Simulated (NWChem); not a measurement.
Program: NWChem. System: chlorobenzene (C$_{6}$H$_{5}$Cl), charge 0, spin multiplicity 1, at a geometry optimised with PBE/def2-SVP. Level: G0W0@PBE/def2-SVP, RI basis def2-svp-rifit.

NWChem printed:

```
             Northwest Computational Chemistry Package (NWChem) 7.3.0
             --------------------------------------------------------

                                NWChem Input Module
                                -------------------

 Scaling coordinates for geometry "geometry" by  1.889725989
 (inverse scale =  0.529177249)

 Turning off AUTOSYM since
 SYMMETRY directive was detected!

                             Geometry "geometry" -> ""
                             -------------------------

 Output coordinates in angstroms (scale by  1.889725989 to convert to a.u.)

  No.       Tag          Charge          X              Y              Z
 ---- ---------------- ---------- -------------- -------------- --------------
    1 Cl                  17.0000     0.00000000     0.00000000     2.26439200
    2 C                    6.0000     0.00000000     0.00000000     0.51701400
    3 C                    6.0000     1.22281700     0.00000000    -0.17498800
    4 C                    6.0000     1.21403900     0.00000000    -1.57823400
    5 C                    6.0000     0.00000000     0.00000000    -2.28389700
    6 C                    6.0000    -1.21403900     0.00000000    -1.57823400
    7 C                    6.0000    -1.22281700     0.00000000    -0.17498800
    8 H                    1.0000     2.16714000     0.00000000     0.38763300
    9 H                    1.0000     2.17064200     0.00000000    -2.12293100
   10 H                    1.0000     0.00000000     0.00000000    -3.38411200
   11 H                    1.0000    -2.17064200     0.00000000    -2.12293100
   12 H                    1.0000    -2.16714000     0.00000000     0.38763300

 Effective nuclear repulsion energy (a.u.)     313.2871920985

            Nuclear Dipole moment (a.u.)
            ----------------------------
        X                 Y               Z
 ---------------- ---------------- ----------------
     0.0000000000     0.0000000000    -0.0000113384

      Symmetry information
      --------------------

 Group name             C2v
 Group number             16
 Group order               4
 No. of unique centers     8

      Symmetry unique atoms

     1    2    3    4    5    8    9   10


 Summary of "ao basis" -> "" (spherical)
 ------------------------------------------------------------------------------
       Tag                 Description            Shells   Functions and Types
 ---------------- ------------------------------  ------  ---------------------
[...]
    13      0.698246   1 Cl pz               27      0.547819   2 C  pz
   104     -0.540053   8 H  s               124     -0.540053  12 H  s
    21      0.507199   2 C  s                 4     -0.499883   1 Cl s
   109     -0.446511   9 H  s               119     -0.446511  11 H  s
    24      0.394496   2 C  pz               35      0.376271   3 C  s

 center of mass
 --------------
 x =  -0.00000000 y =   0.00000000 z =   0.15175636

 moments of inertia (a.u.)
 ------------------
        1163.541434518038           0.000000000000           0.000000000000
           0.000000000000        1485.736189719871           0.000000000000
           0.000000000000           0.000000000000         322.194755201833

     Multipole analysis of the density
     ---------------------------------

     L   x y z        total         alpha         beta         nuclear
     -   - - -        -----         -----         ----         -------
     0   0 0 0     -0.000000    -29.000000    -29.000000     58.000000

     1   1 0 0      0.000000      0.000000      0.000000      0.000000
     1   0 1 0     -0.000000     -0.000000     -0.000000      0.000000
     1   0 0 1     -0.553738     -0.276863     -0.276863     -0.000011

     2   2 0 0    -31.532078   -112.981891   -112.981891    194.431704
     2   1 1 0      0.000000      0.000000      0.000000      0.000000
     2   1 0 1     -0.000000     -0.000000     -0.000000     -0.000000
     2   0 2 0    -37.499442    -18.749721    -18.749721      0.000000
     2   0 1 1     -0.000000     -0.000000     -0.000000      0.000000
     2   0 0 2    -33.631772   -322.305561   -322.305561    610.979350

 Task  times  cpu:        8.3s     wall:        8.3s

                                NWChem Input Module
                                -------------------

                                 NWChem GW Module
                                 ----------------

                             ***********************
                             ***        GW       ***
                             ***********************

 Summary of "ri basis" -> "ri basis" (spherical)
 ------------------------------------------------------------------------------
       Tag                 Description            Shells   Functions and Types
 ---------------- ------------------------------  ------  ---------------------
 Cl                      def2-svp-rifit             20       62   8s5p5d2f
 C                       def2-svp-rifit             16       48   6s5p4d1f
 H                       def2-svp-rifit              6       14   3s2p1d

                 Memory Information
                 ------------------
          Available GA per process is          1699.9 MBs
          Available stack per process is        700.0 MBs
          Available heap per process is           0.0 MBs

          Peak memory in Initialization
              Peak GA per process is                 14.0 MBs
              Peak stack per process is               0.1 MBs
              Peak heap per process is               14.5 MBs
              Memory not in MA per process            0.0 MBs

          Peak memory in AFF Calculation
              Peak GA per process is                 83.2 MBs
              Peak stack per process is              61.6 MBs
              Peak heap per process is                0.0 MBs
              Memory not in MA per process           61.6 MBs

          Computing 2-center integrals
          Computing Inverse Cholesky factor
          Computing 3-center integrals
          Computing V_xc ...

          Computing Sigma_x
          Computing RPA polarizability
          Solving quasiparticle equations

                  Alpha Orbitals
          State     Energy (eV)     Error (eV)
          -----------------------------------
@GW        26        -10.207           0.005
@GW        27         -9.997           0.002
@GW        28         -8.694           0.005
@GW        29         -8.181           0.005
@GW        30          1.603           0.002
@GW        31          1.654           0.002

   Applying  -2.2024 eV scissor-shift to rest of particle states

   Applying   2.9884 eV scissor-shift to rest of hole states

     GW Timing Statistics
   ------------------------
   Init.   :          0.0s
     ERIs  :          1.0s
     Distr.:          0.0s
     Vxc   :          0.2s
   Sigma_x :          0.0s
   RPA     :          5.4s
   Wmn     :          0.1s
   Sigma_c :          0.1s
   GW total:          6.8s

 Task  times  cpu:        6.8s     wall:        6.8s

 Total times  cpu:       15.2s     wall:       15.2s
```

**Question.** Write an NWChem input that would produce this output.

**Answer.** Several could match; the one computed here: 
```
start mol
memory heap 200 mb stack 700 mb global 1700 mb
geometry units angstroms nocenter noautoz
  Cl     0.000000     0.000000     2.264392
  C      0.000000     0.000000     0.517014
  C      1.222817     0.000000    -0.174988
  C      1.214039     0.000000    -1.578234
  C      0.000000     0.000000    -2.283897
  C     -1.214039     0.000000    -1.578234
  C     -1.222817     0.000000    -0.174988
  H      2.167140     0.000000     0.387633
  H      2.170642     0.000000    -2.122931
  H      0.000000     0.000000    -3.384112
  H     -2.170642     0.000000    -2.122931
  H     -2.167140     0.000000     0.387633
  symmetry group C2v
end
basis spherical
  * library def2-svp
end
basis "ri basis" bse spherical
  * library def2-svp-rifit
end
dft
  xc xpbe96 cpbe96
  iterations 100
  direct
  tolerances tight
end
task dft energy
gw
  states alpha occ 4 vir 2
end
task dft gw
```
